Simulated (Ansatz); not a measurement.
CH7B2ClSi (`CB(Cl)B[SiH3]`). Charge 0, multiplicity 1. The geometry is a stationary point of PBE0-D4/def2-TZVP. It is one conformer, not always the lowest.

```xyz
12

C    -1.830    0.285   -1.073
B    -0.572   -0.564   -0.740
Cl    0.271   -1.411   -2.064
B     0.286   -0.815    0.641
Si    1.768    0.420    1.214
H    -2.437    0.532   -0.200
H    -2.456   -0.187   -1.834
H    -1.481    1.233   -1.505
H     0.080   -1.771    1.336
H     2.199    1.379    0.162
H     1.206    1.211    2.351
H     2.966   -0.311    1.711
```

(1) What is the dipole moment at B3LYP/def2-TZVPP? (Best estimate.)

(2) And with PBE, r2SCAN, ωB97M-V? (Estimate.)

(3) Give the Mulliken charges with B3LYP, r2SCAN, PBE in def2-TZVPP. (Estimate.)

Results:

(1) The calculation gave: 1.34 D, with components (-1.17, 0.54, 0.37) D in this frame, pointing from negative to positive charge.

(2) Computed: PBE 1.27 D, r2SCAN 1.37 D, ωB97M-V 1.37 D.

(3) The calculation gave: 
```json
{"atom": "C1", "B3LYP": "-0.28", "r2SCAN": "-0.22", "PBE": "-0.30"}
{"atom": "B2", "B3LYP": "0.19", "r2SCAN": "0.20", "PBE": "0.16"}
{"atom": "Cl3", "B3LYP": "-0.16", "r2SCAN": "-0.15", "PBE": "-0.13"}
{"atom": "B4", "B3LYP": "-0.06", "r2SCAN": "-0.06", "PBE": "-0.06"}
{"atom": "Si5", "B3LYP": "0.14", "r2SCAN": "0.18", "PBE": "0.08"}
{"atom": "H6", "B3LYP": "0.10", "r2SCAN": "0.07", "PBE": "0.11"}
{"atom": "H7", "B3LYP": "0.11", "r2SCAN": "0.08", "PBE": "0.11"}
{"atom": "H8", "B3LYP": "0.11", "r2SCAN": "0.08", "PBE": "0.12"}
{"atom": "H9", "B3LYP": "0.07", "r2SCAN": "0.04", "PBE": "0.05"}
{"atom": "H10", "B3LYP": "-0.07", "r2SCAN": "-0.07", "PBE": "-0.05"}
{"atom": "H11", "B3LYP": "-0.07", "r2SCAN": "-0.07", "PBE": "-0.05"}
{"atom": "H12", "B3LYP": "-0.06", "r2SCAN": "-0.07", "PBE": "-0.05"}
```

B3LYP here is the variant with VWN-RPA as its local correlation; programs differ in this.
